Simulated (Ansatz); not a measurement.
Ideal-gas functions of BrClFSi, SMILES `F[Si](Cl)Br` radical at 298.15 K and 1 bar, from an Ansatz frequency run at PBE0-D4/def2-TZVP.

Molar mass 162.44 g/mol, point group C1 (symmetry number 1), electronic degeneracy 2, moments of inertia 109.931, 339.538, 431.875 u Å². Harmonic wavenumbers (cm⁻¹, unscaled): 139, 206, 269, 428, 570, 900.

Use S(trans) = R[1.5 ln M + 2.5 ln T − 1.1517]; rotational temperatures θ = 24.2544 K / I; S(rot) = R[ln(√π/σ · √(T³/θAθBθC)) + 1.5]; for each mode x = 1.438777 ν̃/T, S = R[x/(eˣ − 1) − ln(1 − e⁻ˣ)] and H = RT x/(eˣ − 1); 1 cm⁻¹ = 0.0119627 kJ/mol; R = 8.31446 J/(mol·K).

Q: By hand: the entropy, in J/(mol·K).

A: Translation 172.3. Rotation: θ = 0.2206, 0.0714, 0.0562 K, giving 117.5. Vibration, mode by mode: 11.79, 8.70, 6.71, 3.62, 2.11, 0.58, in all 33.5. Electronic 5.8. Sum 329.1 J/(mol·K).

Q: By hand: H − E and G − E in kJ/mol, counted from the electronic energy.

A: Zero-point energy ½ × 2512 × 0.0119627 = 15.0; thermal vibration 5.7; translation, rotation and pV give 4 RT = 9.9. H − E = 30.6 kJ/mol, and G − E = 30.6 − 298.15 × 329.1/1000 = -67.5 kJ/mol.

Vibration gives 10 % of the entropy, 11.8 J/(mol·K) of it from the mode under 150 cm⁻¹: soft modes count most, and the harmonic formula is weakest for them. The sum counts one conformer and one mirror image; others add a mixing term.
